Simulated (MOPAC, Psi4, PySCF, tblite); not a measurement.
Two rigid molecules brought together: CO ··· H2S (SMILES [C-]#[O+] and S). Monomers: optimised at B3LYP-D3(BJ) (def2-TZVP), held rigid. Orientation: lowest of the rigid-body minima from ten starts at GFN2-xTB. The monomers approach along the line of their centres of mass (distance R); nothing else relaxes.

GFN2-xTB (tblite); RKS-B3LYP/6-311+G** = restricted B3LYP/6-311+G**, spherical d, no counterpoise correction run with PySCF 2.14.0; PM6, restricted, heats of formation (MOPAC); CCSD(T)/aug-cc-pVDZ = DF-CCSD(T)/aug-cc-pVDZ, frozen core, counterpoise-corrected (Psi4).

Interaction energies in kcal/mol; the last columns give the difference from CCSD(T):

```csv
R / Å,GFN2-xTB,RKS-B3LYP/6-311+G**,PM6,CCSD(T)/aug-cc-pVDZ,GFN2-xTB − CCSD(T)/aug-cc-pVDZ,RKS-B3LYP/6-311+G** − CCSD(T)/aug-cc-pVDZ,PM6 − CCSD(T)/aug-cc-pVDZ
2.52,1.16,25.89,-1.80,31.93,-30.77,-6.04,-33.73
2.75,-2.67,13.64,-3.88,17.24,-19.92,-3.61,-21.12
2.93,-3.21,7.99,-3.53,10.22,-13.43,-2.23,-13.75
3.16,-2.75,3.80,-2.50,4.86,-7.61,-1.06,-7.37
3.30,-2.32,2.31,-1.95,2.92,-5.24,-0.61,-4.87
3.60,-1.61,0.63,-1.18,0.69,-2.30,-0.07,-1.88
3.89,-1.20,0.03,-0.81,-0.10,-1.10,0.13,-0.71
4.41,-0.77,-0.15,-0.45,-0.35,-0.42,0.20,-0.10
5.13,-0.43,-0.08,-0.22,-0.21,-0.21,0.13,0.00
6.12,-0.20,-0.05,-0.10,-0.09,-0.11,0.03,-0.01
7.40,-0.08,-0.04,-0.04,-0.03,-0.05,-0.01,-0.01
```

GFN2-xTB is furthest from CCSD(T)/aug-cc-pVDZ at 2.52 (-30.77 kcal/mol, below); its mean absolute difference over the points is 7.38 kcal/mol.

RKS-B3LYP/6-311+G** is furthest from CCSD(T)/aug-cc-pVDZ at 2.52 (-6.04 kcal/mol, below); its mean absolute difference over the points is 1.29 kcal/mol.

PM6 is furthest from CCSD(T)/aug-cc-pVDZ at 2.52 (-33.73 kcal/mol, below); its mean absolute difference over the points is 7.59 kcal/mol.
